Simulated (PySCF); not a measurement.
**Magnesium: a sound run and one with changed settings**

Sound run: Mg²⁺ [Ne], Mg³⁺ [He] 2s2 2p5. Calculation: PySCF 2.14, in def2-TZVP (5s4p3d, 32 functions); the non-relativistic Hamiltonian (point nucleus). In the sound run the correlated levels freeze [He] 2s2. The sound run starts from symmetry-adapted Hartree-Fock orbitals and uses a fine grid where one is needed.

Changed run: initial guess sap, at most 5 SCF cycles. This setting is unsound on purpose.

| species | method | sound run (hartree) | changed run (hartree) | converged |
| --- | --- | --- | --- | --- |
| Mg²⁺ | UHF | -198.82301 | -198.82301 | yes |
| Mg²⁺ | BP86 | -199.23905 | -199.23905 | yes |
| Mg²⁺ | r2SCAN | -199.21118 | -199.21118 | yes |
| Mg²⁺ | MP2 | -198.94464 | -198.94464 | yes |
| Mg²⁺ | CCSD(T) | -198.94946 | -198.94946 | yes |
| Mg³⁺ | UHF | -195.93302 | -195.93302 | no |
| Mg³⁺ | BP86 | -196.28488 | -196.28488 | yes |
| Mg³⁺ | r2SCAN | -196.25792 | -196.25792 | no |

Ionisation energy of Mg²⁺:

```json
{"method": "BP86", "sound run (eV)": "80.387", "changed run (eV)": "80.387"}
```

The SCF was stopped early; the energies are upper bounds that still move, and correlated levels were skipped or rest on poor orbitals.

For comparison, NIST gives 80.144 eV between the lowest levels.
